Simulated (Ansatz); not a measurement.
# Molecular dynamics of C₂H₅NSi

input.yaml

```yaml
crystal:
  periodic: [false, false, false]
  atoms:
    - { symbol: C, position_ang: [-0.097177, 1.854352, -1.264925] }
    - { symbol: C, position_ang: [0.266495, 0.740811, -0.641668] }
    - { symbol: "N", position_ang: [0.662789, -0.282693, -0.097578] }
    - { symbol: Si, position_ang: [0.025997, -1.476522, 1.030544] }
    - { symbol: H, position_ang: [-0.57258, 1.806288, -2.254866] }
    - { symbol: H, position_ang: [0.080432, 2.834289, -0.799705] }
    - { symbol: H, position_ang: [0.076195, -2.805281, 0.337159] }
    - { symbol: H, position_ang: [-1.384076, -1.180665, 1.473298] }
    - { symbol: H, position_ang: [0.941935, -1.490588, 2.217733] }
basis:
  gaussian: { orbitals: def2-SVP }
hamiltonian:
  xc: pbe
  dispersion: d4
md:
  timestep: 0.5
  n_steps: 100
  ensemble: nve
  temperature: 400.0
  initial_velocities: maxwell_boltzmann
  seed: 581605
  masses: [{ species: H, mass: 10.0 }]
```

Command:

```bash
$ ansatz run input.yaml --threads 1 --pin off --max-ram 2048MiB --backend cpu --events-out ev --progress --plain --runs-dir out
```

It starts from a relaxed structure.

Output, in part (one step line in 2, the closing report, with atoms numbered from 0):

```
md step     0: t =     0.00 fs  T =   400.0 K  F+E_penalty+E_count = -11508.23605502 eV  E_kin = 0.361928 eV  conserved = -11507.87412703 eV  (27 SCF iters)
md step     2: t =     1.00 fs  T =   390.8 K  F+E_penalty+E_count = -11508.22770396 eV  E_kin = 0.353591 eV  conserved = -11507.87411302 eV  (31 SCF iters)
md step     4: t =     2.00 fs  T =   364.8 K  F+E_penalty+E_count = -11508.20410915 eV  E_kin = 0.330064 eV  conserved = -11507.87404495 eV  (31 SCF iters)
md step     6: t =     3.00 fs  T =   326.9 K  F+E_penalty+E_count = -11508.16974479 eV  E_kin = 0.295805 eV  conserved = -11507.87393937 eV  (30 SCF iters)
md step     8: t =     4.00 fs  T =   284.6 K  F+E_penalty+E_count = -11508.13131672 eV  E_kin = 0.257488 eV  conserved = -11507.87382875 eV  (30 SCF iters)
md step    10: t =     5.00 fs  T =   245.4 K  F+E_penalty+E_count = -11508.09576161 eV  E_kin = 0.222013 eV  conserved = -11507.87374881 eV  (31 SCF iters)
md step    12: t =     6.00 fs  T =   214.8 K  F+E_penalty+E_count = -11508.06806518 eV  E_kin = 0.194341 eV  conserved = -11507.87372392 eV  (30 SCF iters)
md step    14: t =     7.00 fs  T =   194.6 K  F+E_penalty+E_count = -11508.04980777 eV  E_kin = 0.176053 eV  conserved = -11507.87375444 eV  (32 SCF iters)
md step    16: t =     8.00 fs  T =   182.7 K  F+E_penalty+E_count = -11508.03914465 eV  E_kin = 0.165327 eV  conserved = -11507.87381734 eV  (31 SCF iters)
md step    18: t =     9.00 fs  T =   175.0 K  F+E_penalty+E_count = -11508.03223485 eV  E_kin = 0.158357 eV  conserved = -11507.87387736 eV  (32 SCF iters)
md step    20: t =    10.00 fs  T =   167.4 K  F+E_penalty+E_count = -11508.02535371 eV  E_kin = 0.151447 eV  conserved = -11507.87390682 eV  (32 SCF iters)
md step    22: t =    11.00 fs  T =   157.7 K  F+E_penalty+E_count = -11508.01658448 eV  E_kin = 0.142687 eV  conserved = -11507.87389741 eV  (31 SCF iters)
md step    24: t =    12.00 fs  T =   146.4 K  F+E_penalty+E_count = -11508.00635932 eV  E_kin = 0.132500 eV  conserved = -11507.87385962 eV  (31 SCF iters)
md step    26: t =    13.00 fs  T =   136.0 K  F+E_penalty+E_count = -11507.99686106 eV  E_kin = 0.123048 eV  conserved = -11507.87381319 eV  (32 SCF iters)
md step    28: t =    14.00 fs  T =   129.4 K  F+E_penalty+E_count = -11507.99085162 eV  E_kin = 0.117075 eV  conserved = -11507.87377646 eV  (31 SCF iters)
md step    30: t =    15.00 fs  T =   129.1 K  F+E_penalty+E_count = -11507.99055753 eV  E_kin = 0.116797 eV  conserved = -11507.87376020 eV  (32 SCF iters)
md step    32: t =    16.00 fs  T =   136.1 K  F+E_penalty+E_count = -11507.99695391 eV  E_kin = 0.123185 eV  conserved = -11507.87376879 eV  (32 SCF iters)
md step    34: t =    17.00 fs  T =   149.9 K  F+E_penalty+E_count = -11508.00947498 eV  E_kin = 0.135674 eV  conserved = -11507.87380106 eV  (31 SCF iters)
md step    36: t =    18.00 fs  T =   168.2 K  F+E_penalty+E_count = -11508.02607131 eV  E_kin = 0.152220 eV  conserved = -11507.87385107 eV  (30 SCF iters)
md step    38: t =    19.00 fs  T =   187.5 K  F+E_penalty+E_count = -11508.04356523 eV  E_kin = 0.169656 eV  conserved = -11507.87390877 eV  (30 SCF iters)
md step    40: t =    20.00 fs  T =   203.7 K  F+E_penalty+E_count = -11508.05828715 eV  E_kin = 0.184327 eV  conserved = -11507.87395994 eV  (31 SCF iters)
md step    42: t =    21.00 fs  T =   213.2 K  F+E_penalty+E_count = -11508.06692885 eV  E_kin = 0.192937 eV  conserved = -11507.87399222 eV  (31 SCF iters)
md step    44: t =    22.00 fs  T =   213.8 K  F+E_penalty+E_count = -11508.06741586 eV  E_kin = 0.193422 eV  conserved = -11507.87399415 eV  (31 SCF iters)
md step    46: t =    23.00 fs  T =   205.1 K  F+E_penalty+E_count = -11508.05954948 eV  E_kin = 0.185586 eV  conserved = -11507.87396394 eV  (31 SCF iters)
md step    48: t =    24.00 fs  T =   189.3 K  F+E_penalty+E_count = -11508.04515356 eV  E_kin = 0.171245 eV  conserved = -11507.87390844 eV  (30 SCF iters)
md step    50: t =    25.00 fs  T =   170.0 K  F+E_penalty+E_count = -11508.02763085 eV  E_kin = 0.153788 eV  conserved = -11507.87384289 eV  (31 SCF iters)
md step    52: t =    26.00 fs  T =   151.7 K  F+E_penalty+E_count = -11508.01102335 eV  E_kin = 0.137238 eV  conserved = -11507.87378578 eV  (31 SCF iters)
md step    54: t =    27.00 fs  T =   138.3 K  F+E_penalty+E_count = -11507.99887278 eV  E_kin = 0.125121 eV  conserved = -11507.87375205 eV  (31 SCF iters)
md step    56: t =    28.00 fs  T =   132.1 K  F+E_penalty+E_count = -11507.99327187 eV  E_kin = 0.119523 eV  conserved = -11507.87374855 eV  (31 SCF iters)
md step    58: t =    29.00 fs  T =   133.4 K  F+E_penalty+E_count = -11507.99443080 eV  E_kin = 0.120659 eV  conserved = -11507.87377195 eV  (31 SCF iters)
md step    60: t =    30.00 fs  T =   140.4 K  F+E_penalty+E_count = -11508.00087742 eV  E_kin = 0.127066 eV  conserved = -11507.87381117 eV  (31 SCF iters)
md step    62: t =    31.00 fs  T =   150.6 K  F+E_penalty+E_count = -11508.01014506 eV  E_kin = 0.136293 eV  conserved = -11507.87385241 eV  (30 SCF iters)
md step    64: t =    32.00 fs  T =   161.1 K  F+E_penalty+E_count = -11508.01962049 eV  E_kin = 0.145735 eV  conserved = -11507.87388528 eV  (30 SCF iters)
md step    66: t =    33.00 fs  T =   169.4 K  F+E_penalty+E_count = -11508.02721627 eV  E_kin = 0.153312 eV  conserved = -11507.87390452 eV  (31 SCF iters)
md step    68: t =    34.00 fs  T =   174.4 K  F+E_penalty+E_count = -11508.03170187 eV  E_kin = 0.157792 eV  conserved = -11507.87390992 eV  (31 SCF iters)
md step    70: t =    35.00 fs  T =   175.6 K  F+E_penalty+E_count = -11508.03274490 eV  E_kin = 0.158842 eV  conserved = -11507.87390276 eV  (30 SCF iters)
md step    72: t =    36.00 fs  T =   173.5 K  F+E_penalty+E_count = -11508.03084571 eV  E_kin = 0.156962 eV  conserved = -11507.87388346 eV  (28 SCF iters)
md step    74: t =    37.00 fs  T =   169.6 K  F+E_penalty+E_count = -11508.02729380 eV  E_kin = 0.153441 eV  conserved = -11507.87385256 eV  (31 SCF iters)
md step    76: t =    38.00 fs  T =   166.1 K  F+E_penalty+E_count = -11508.02408797 eV  E_kin = 0.150273 eV  conserved = -11507.87381465 eV  (31 SCF iters)
md step    78: t =    39.00 fs  T =   165.6 K  F+E_penalty+E_count = -11508.02361743 eV  E_kin = 0.149836 eV  conserved = -11507.87378104 eV  (31 SCF iters)
md step    80: t =    40.00 fs  T =   170.4 K  F+E_penalty+E_count = -11508.02797001 eV  E_kin = 0.154203 eV  conserved = -11507.87376721 eV  (31 SCF iters)
md step    82: t =    41.00 fs  T =   181.5 K  F+E_penalty+E_count = -11508.03801975 eV  E_kin = 0.164237 eV  conserved = -11507.87378308 eV  (31 SCF iters)
md step    84: t =    42.00 fs  T =   197.7 K  F+E_penalty+E_count = -11508.05275466 eV  E_kin = 0.178925 eV  conserved = -11507.87382924 eV  (30 SCF iters)
md step    86: t =    43.00 fs  T =   216.0 K  F+E_penalty+E_count = -11508.06932104 eV  E_kin = 0.195431 eV  conserved = -11507.87389031 eV  (31 SCF iters)
md step    88: t =    44.00 fs  T =   232.1 K  F+E_penalty+E_count = -11508.08396532 eV  E_kin = 0.210024 eV  conserved = -11507.87394178 eV  (31 SCF iters)
md step    90: t =    45.00 fs  T =   242.7 K  F+E_penalty+E_count = -11508.09353110 eV  E_kin = 0.219569 eV  conserved = -11507.87396190 eV  (31 SCF iters)
md step    92: t =    46.00 fs  T =   246.3 K  F+E_penalty+E_count = -11508.09682034 eV  E_kin = 0.222879 eV  conserved = -11507.87394093 eV  (31 SCF iters)
md step    94: t =    47.00 fs  T =   244.5 K  F+E_penalty+E_count = -11508.09515526 eV  E_kin = 0.221267 eV  conserved = -11507.87388780 eV  (31 SCF iters)
md step    96: t =    48.00 fs  T =   241.0 K  F+E_penalty+E_count = -11508.09184298 eV  E_kin = 0.218018 eV  conserved = -11507.87382518 eV  (31 SCF iters)
md step    98: t =    49.00 fs  T =   239.8 K  F+E_penalty+E_count = -11508.09077459 eV  E_kin = 0.216995 eV  conserved = -11507.87377993 eV  (31 SCF iters)
md step   100: t =    50.00 fs  T =   244.3 K  F+E_penalty+E_count = -11508.09478033 eV  E_kin = 0.221009 eV  conserved = -11507.87377086 eV  (28 SCF iters)
Total energy: -11508.09481733 eV, -422.9146840701 hartree
Atom 0 at    -0.095355     1.838832    -1.296303 Å, force     0.698377     0.979837     1.726176 eV/Å
Atom 1 at     0.238138     0.723828    -0.672428 Å, force     0.574601    -0.995301     0.410769 eV/Å
Atom 2 at     0.680880    -0.294205    -0.123604 Å, force    -0.678576     0.528637     0.116881 eV/Å
Atom 3 at     0.010396    -1.455281     1.068070 Å, force     1.020761    -0.864551    -1.033186 eV/Å
Atom 4 at    -0.574725     1.873015    -2.236286 Å, force    -0.756898    -0.097611    -1.474015 eV/Å
Atom 5 at     0.106653     2.813718    -0.777488 Å, force    -0.099658    -0.582334    -0.306027 eV/Å
Atom 6 at     0.089963    -2.819264     0.295442 Å, force    -0.032263     0.785769     0.633565 eV/Å
Atom 7 at    -1.406878    -1.246046     1.448504 Å, force    -0.332674     0.221466     0.220362 eV/Å
Atom 8 at     0.977240    -1.461872     2.249144 Å, force    -0.393669     0.024089    -0.294525 eV/Å
Dipole moment:    -0.192284     0.017010     0.149509 e Å
```

The run went to its last step. The conserved energy stayed within 0.045 meV per atom of its start (net change 0.04 meV per atom), so the integration is sound. A run of 0.05 ps of so small a system gives no equilibrium averages.

The same pairs are bonded in the first frame and the last. Pairs count as bonded within 1.25 times the sum of covalent radii (0.12 Å more for H–H).

Last frame:

```xyz
9
Properties=species:S:1:pos:R:3
C -0.095 1.839 -1.296
C 0.238 0.724 -0.672
N 0.681 -0.294 -0.124
Si 0.010 -1.455 1.068
H -0.575 1.873 -2.236
H 0.107 2.814 -0.777
H 0.090 -2.819 0.295
H -1.407 -1.246 1.448
H 0.977 -1.462 2.249
```

Time of the run: 5.6 min on 1 thread of Arm Neoverse N1, with other jobs on the host, peak memory 0.11 GiB.
